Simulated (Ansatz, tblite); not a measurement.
Spin states of CoMe2 (C2H6Co), formally d⁷, each relaxed with PBE0-D4/def2-TZVP in Ansatz. Electronic energies in the gas phase.

The xTB rows come from tblite. LC-ωPBE has ω = 0.4 bohr⁻¹. B3LYP takes the VWN-RPA correlation. Correlated methods freeze 7 core orbitals; core or outer-core shells of Co are correlated, in sets that lack core-valence functions.

Doublet geometry (C2v within 0.1 Å):

```xyz
9

Co    0.9677   -0.3999   -0.1943
C     0.6020    1.4235    0.1082
H    -0.0561    1.8552   -0.6496
H     1.5985    1.8938    0.0308
H     0.1937    1.6149    1.1033
C    -0.6151   -1.4181   -0.1056
H    -1.0884   -1.3812    0.8784
H    -0.2614   -2.4468   -0.2972
H    -1.3408   -1.1414   -0.8741
```

Quartet geometry (C2v within 0.1 Å):

Cartesian coordinates in Å:
```
Co 0.270 0.457 -0.259
C -0.009 0.950 1.640
H -1.074 0.943 1.898
H 0.375 1.955 1.854
H 0.506 0.252 2.309
C 0.019 -0.931 -1.650
H 0.525 -1.862 -1.373
H 0.430 -0.609 -2.616
H -1.042 -1.154 -1.803
```

Run but left out: HF/STO-3G, PBE-QIDH/def2-TZVP (doublet: ⟨S²⟩ 1.34 to 2.70, where a pure state has 0.75); HF/def2-TZVP, MP2/def2-TZVP, CCSD/def2-TZVP, CCSD(T)/def2-TZVP (flagged by the program: other amplitudes).

Only these spin states were relaxed.

| level | quartet − doublet (kJ/mol) | lowest of these | remarks |
| --- | --- | --- | --- |
| GFN2-xTB | 120.3 | doublet | – |
| LDA (SPW92)/def2-TZVP | 44.8 | doublet | – |
| PBE-D4/def2-TZVP | 17.3 | doublet | – |
| B3LYP-D4/def2-TZVP | -26.5 | quartet | – |
| PBE0-D4/def2-TZVP | -52.4 | quartet | – |
| BHLYP-D4/def2-TZVP | -121.9 | quartet | spin-contaminated (⟨S²⟩ 0.94) (doublet) |
| LC-ωPBE/def2-TZVP | -43.8 | quartet | – |
| RPA@PBE/def2-TZVP | -25.4 | quartet | – |

```tsv
state	donor atoms	mean metal–ligand distance (Å)	range (Å)	Mulliken spin on the metal (PBE0)
doublet	2	1.884	1.88–1.88	1.31
quartet	2	1.981	1.98–1.98	2.94
```

⟨S²⟩ at PBE0-D4/def2-TZVP: doublet 0.82 (pure 0.75), quartet 3.77 (pure 3.75).

Change of the quartet − doublet gap on mixing in exact exchange, in kJ/mol: PBE to PBE0 (25 % exact exchange) -69.7.

The xTB methods have no term that favours high spin, so they put low spin too low.
